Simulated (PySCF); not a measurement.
**Ionisation energy along the 12-electron series**

Calculated with PySCF 2.14 and a two-component X2C-1e Hamiltonian (Gaussian nucleus, no Breit or QED terms), each ion in its own even-tempered basis scaled to its charge; GMP2 freezes 1s2 and drops the highest virtual spinors. Values in eV. NIST values: (m) measured, (s) semi-empirical, (t) theoretical.

```
  ion  configuration  GHF (spin-free)  GHF (screened spin-orbit)  GMP2 (screened spin-orbit)          NIST
Cd³⁶⁺       [Ne] 3s2           2420.7                     2420.7                      2424.0  2427 ± 3 (s)
Sn³⁸⁺       [Ne] 3s2           2680.8                     2680.7                      2684.1  2687 ± 4 (s)
```

(1) Fill in the row of In³⁷⁺.

Answers

(1) configuration: [Ne] 3s2; GHF (spin-free): 2548.9; GHF (screened spin-orbit): 2548.9; GMP2 (screened spin-orbit): 2552.3; NIST: 2555 ± 3 (s).
